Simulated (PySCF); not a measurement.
Compound: C₄F₇O₂ (charge -1).
SMILES with atom numbers: `[O:1]=[C:2]([O-:3])[C:4]([F:5])([F:6])[C:7]([F:8])([F:9])[C:10]([F:11])([F:12])[F:13]`

Geometry (PBE0-D3(BJ)/def2-SVP, Å), atoms numbered from 1 in this order:
```xyz
13
C4F7O2 angstrom
O     -2.8806   -0.5568    0.6488
C     -1.8710   -0.3829   -0.0320
O     -1.5239   -0.7838   -1.1561
C     -0.7831    0.5618    0.5793
F     -0.7850    1.7645   -0.0626
F     -0.9836    0.8292    1.8925
C      0.6594    0.0280    0.5027
F      1.4693    0.9430    1.0934
F      0.7464   -1.1076    1.2216
C      1.2983   -0.2671   -0.8831
F      1.0599   -1.4918   -1.3055
F      2.6378   -0.1695   -0.7405
F      0.9485    0.6129   -1.8049
```

Method: PBE0-D3(BJ)/def2-SVP geometry optimisation, gas phase in PySCF.

Masses are those of the commonest isotopes; rigid-rotor values at the optimised geometry. The values belong to one conformer with, in the numbering `[O:1]=[C:2]([O-:3])[C:4]([F:5])([F:6])[C:7]([F:8])([F:9])[C:10]([F:11])([F:12])[F:13]`, O1–C2–C4–F5 -106°, C2–C4–C7–F8 -179°.

Problem. What are A, B and C (MHz)?

Solution. Ia = 411.77, Ib = 688.19, Ic = 794.81 u·Å²; 505379 MHz·u·Å²/I gives A = 1227, B = 734.4, C = 635.8 MHz.

Problem. What kind of rotor is it?

Solution. An asymmetric top: κ = (2 × 734.4 − 1227 − 635.8)/(1227 − 635.8) = -0.67.

Problem. What does the inertial defect say?

Solution. Not planar: Δ = Ic − Ia − Ib = -305.14 u·Å². For a rigid frame Δ = −2 Σ m c², so Σ m c² = 152.57 u·Å² lies off the ab plane. The atom farthest from that plane is 1.65 Å away.

Problem. Give the other two planar moments, Paa and Pbb, and the rms extents of the mass along the axes.

Solution. Paa = Σ m a² = (Ib + Ic − Ia)/2 = 535.62 and Pbb = Σ m b² = (Ia + Ic − Ib)/2 = 259.19 u·Å². With the mass M = 212.98 u, the rms extents √(P/M) along a, b and c are 1.59, 1.10, 0.85 Å.

Problem. Where do the levels up to J = 2 lie, in MHz?

Solution. Above 0(0,0):
J = 1: 1(0,1) 1370, 1(1,1) 1863, 1(1,0) 1962
J = 2: 2(0,2) 4097, 2(1,2) 4505, 2(1,1) 4801, 2(2,1) 6280, 2(2,0) 6293
Those of J = 1 are B + C, A + C and A + B.

Problem. Which lines would a microwave search look for?

Solution. The dipole components (about the centre of mass, as the species is charged) are |μa| = 6.46 D, |μb| = 3.55 D, |μc| = 0.54 D. The squared components, which scale the intensities, stand as 1.00 : 0.30 : 0.01 (a : b : c). Some lines, for components of 0.1 D or more:

```
type  branch         J(Ka,Kc)   MHz  lower level (cm⁻¹)
   c       Q  3(1,3) ← 3(0,3)   304               0.272
   c       Q  1(1,1) ← 1(0,1)   493               0.046
   a       Q  3(1,2) ← 3(1,3)   590               0.282
   b       Q  1(1,0) ← 1(0,1)   592               0.046
   b       Q  2(1,1) ← 2(0,2)   703               0.137
   b       Q  3(2,1) ← 3(1,2)  1405               0.302
   c       Q  2(2,1) ← 2(1,1)  1479               0.160
   b       Q  2(2,1) ← 2(1,2)  1775               0.150
   a       R  2(1,2) ← 1(1,1)  2642               0.062
   c       Q  3(3,1) ← 3(2,1)  2654               0.349
   b       R  2(1,2) ← 1(0,1)  3135               0.046
   c       R  2(1,1) ← 1(0,1)  3430               0.046
   a       R  3(0,3) ← 2(0,2)  4059               0.137
   a       R  3(2,1) ← 2(2,0)  4162               0.210
   a       R  3(1,2) ← 2(1,1)  4249               0.160
   b       R  2(2,1) ← 1(1,0)  4318               0.065
   c       R  2(2,0) ← 1(1,0)  4331               0.065
   b       R  3(1,3) ← 2(0,2)  4363               0.137
   c       R  2(2,1) ← 1(1,1)  4416               0.062
   b       R  2(2,0) ← 1(1,1)  4430               0.062
   c       R  3(2,1) ← 2(1,1)  5655               0.160
   c       R  3(3,0) ← 2(2,0)  6817               0.210
   c       R  3(3,1) ← 2(2,1)  6830               0.209
```

Problem. Estimate the classical rotational partition function at 25 K, 50 K and 500 K.

Solution. Point group C1, symmetry number σ = 1; q = (√π/σ)·√((kT/h)³/(ABC)), k/h = 20836.6 MHz/K: 27800 at 25 K, 78700 at 50 K, 2490000 at 500 K.

PBE0-D3(BJ)/def2-SVP frequencies: not computed here. Constants of a rigid frame at the computed geometry: no zero-point averaging, no centrifugal distortion.

On Intel Xeon 6975P-C, 2 threads, no GPU (shared host), this took 71 s wall, 3.1 min CPU and 0.86 GiB of memory at its peak. That covers the optimisation of the geometry.
